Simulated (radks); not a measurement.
Charge is removed step by step from the 6s1/2 level of Gd+, starting from [Xe] 4f7 5d1 6s1. Method: Dirac Kohn-Sham, LDA (Slater exchange, Perdew-Wang correlation), spin-unpolarised, spherical densities, finite nucleus; open shells fill j = l - 1/2 first; Fermi nuclear charge, rms radius 5.1569 fm; computed with a radial shooting solver on a logarithmic mesh with Libxc functionals.

removed (e)  E - E(0) (eV)  eigenvalue (eV)  E minus straight line (eV)
0                    0.000           -9.510                       0.000
0.1                  0.979          -10.068                      -0.255
0.2                  2.014          -10.630                      -0.453
0.3                  3.105          -11.195                      -0.595
0.4                  4.253          -11.763                      -0.681
0.5                  5.458          -12.333                      -0.709
0.6                  6.719          -12.903                      -0.681
0.7                  8.038          -13.472                      -0.595
0.8                  9.414          -14.039                      -0.453
0.9                 10.846          -14.601                      -0.254
1                   12.334          -15.151                       0.000

Removing the whole electron costs 12.334 eV by Delta-SCF, against 9.510 eV from minus the eigenvalue at the starting occupation. Slater's transition state (half an electron removed) gives 12.333 eV. Integrating minus the eigenvalue over the occupation (Janak's theorem) gives 12.334 eV. The mean slope of the eigenvalue, de/dn, is 5.64 eV per electron. Ionisation energy of Gd+ in the NIST Atomic Spectra Database: 12.08 eV (semi-empirical).

Beside tabulated values, note that spin-unpolarised runs miss the spin-polarisation part of the exchange energy of open shells.
